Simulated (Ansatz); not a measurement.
Cost and result for the atomization energy of `[SiH3][GeH]1[CH2][SiH2]1` (12 atoms, 12 bonds).

Cartesian coordinates in Å:
```
Si 1.783 0.007 -1.367
Ge 0.572 -0.247 0.638
C -1.075 0.918 0.755
Si -1.650 -0.859 0.630
H 2.635 -1.183 -1.627
H 2.648 1.217 -1.337
H 0.792 0.148 -2.466
H 1.344 -0.296 1.961
H -1.247 1.575 -0.093
H -1.208 1.435 1.702
H -2.315 -1.267 -0.630
H -2.281 -1.450 1.834
```

Total charge 0; spin multiplicity 1. Correlated methods include outer-core shells of Ge, which these sets cover unevenly. Scalar relativity is left out up to krypton. All single points use the PBE0-D4/def2-TZVP geometry. Program: Ansatz. All runs use 4 threads of an Intel Xeon Platinum 8488C on a shared host. Times are those of one run each, without the atoms' runs, and a repeat can differ threefold. Electronic energies, without spin–orbit coupling; frozen cores. CCSD(T)/CBS adds CCSD(T) − MP2 in def2-TZVPP to the MP2 limit, and its time is that of the two runs behind it. T1 = 0.012. With those shells the extrapolation isn't a true limit. B3LYP takes the VWN-RPA correlation (the form of Gaussian; ORCA's B3LYP/G).

CCSD(T)/CBS is a level of theory with its own doubt, some kJ/mol a heavy atom from the limit and from the frozen cores, so smaller differences don't rank the functionals.

```tsv
level	functions	wall time	atomization (kJ/mol)	difference from CCSD(T)/CBS	per bond
BLYP-D4/def2-TZVPP	275	1.7 s	3605.8	-71.9	-6.0
revPBE-D4/def2-TZVPP	275	1.8 s	3593.4	-84.3	-7.0
PBE-D4/def2-TZVPP (with forces)	275	2.4 s	3655.4	-22.3	-1.9
PBE0-D4/def2-TZVPP	275	3 s	3641.9	-35.8	-3.0
r2SCAN-D4/def2-TZVPP (with forces)	275	3.7 s	3678.0	0.3	0.0
B3LYP-D4/def2-TZVPP (with forces)	275	4.8 s	3648.6	-29.1	-2.4
PBE-QIDH/def2-TZVPP	275	5.5 s	3637.3	-40.4	-3.4
CCSD(T)/def2-SVP	122	6 s	3428.2	-249.5	-20.8
B97M-V/def2-TZVPP	275	6.5 s	3697.7	20.0	1.7
ωB97M-V/def2-TZVPP (with forces)	275	10 s	3655.6	-22.1	-1.8
MP2/def2-QZVPP	526	24 s	3624.0	-53.7	-4.5
CCSD(T)/def2-TZVPP	275	2.1 min	3590.9	-86.8	-7.2
CCSD(T)/CBS(def2)	–	2.5 min	3677.7	0.0	0.0
```

The D4 term adds +45.9 kJ/mol with B3LYP and +24.3 kJ/mol with PBE0; it sums over pairs of atoms, weighted by their polarisabilities, and B3LYP, whose exchange is more repulsive, gets the larger term. From r2SCAN to r2SCAN0 (25 % exact exchange), in def2-TZVPP and without D4, the atomization energy moves by −29.2 kJ/mol: exact exchange takes away binding that semilocal exchange gives to molecules. At CCSD(T), def2-SVP lies −249.5 kJ/mol from the extrapolated value and def2-TZVPP −86.9 kJ/mol: correlation converges slowly with the basis, and small sets miss more of it in the bonded molecule than in its fragments.

For some Ge, Se and Sn compounds the MP2-based and the directly extrapolated limit differ by 10 to 25 kJ/mol.
